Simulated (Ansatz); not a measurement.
Species: 1,1-difluoro-1-methoxyethane, C3H6F2O (charge 0, singlet). SMILES: COC(C)(F)F
Structure (B3LYP-D3(BJ)/def2-TZVP (Ansatz, a quantum-chemistry and plane-wave program) minimum search):
```xyz
12

C      1.6896    -1.0185     0.2085
O      0.9300     0.1437     0.5371
C     -0.3139     0.2409    -0.0185
C     -1.2971    -0.8555     0.3206
F     -0.7976     1.4389     0.3963
F     -0.2022     0.3290    -1.3935
H      1.2729    -1.9125     0.6787
H      1.7462    -1.1582    -0.8719
H      2.6865    -0.8408     0.6028
H     -2.2649    -0.6085    -0.1111
H     -1.3901    -0.9337     1.4027
H     -0.9645    -1.8081    -0.0871
```
Charge 0, spin multiplicity 1.

**Question.** Give the harmonic wavenumbers at B3LYP-D3(BJ)/def2-TZVP (Ansatz, finite differences of forces, unscaled).

**Answer.** 88, 167, 237, 279, 374, 383, 504, 578, 580, 782, 924, 958, 1093, 1159, 1178, 1197, 1241, 1275, 1422, 1475, 1486, 1491, 1504, 1509, 3030, 3068, 3096, 3144, 3146, 3147 cm⁻¹. Zero-point energy 57.9 kcal/mol.

**Question.** From these and the geometry, give the ideal-gas thermochemistry at 298.15 K and 1 atm (rigid rotor, harmonic oscillator).

**Answer.** Point group C1, rotational symmetry number 1. Rotational constants 4.941, 2.937, 2.867 GHz. S(trans) 39.60, S(rot) 26.45, S(vib) 14.06, S(elec, spin only) 0.00, S 80.1 cal/(mol K). H(298) - H(0) 4.80 kcal/mol; G - E(el) 38.8 kcal/mol.
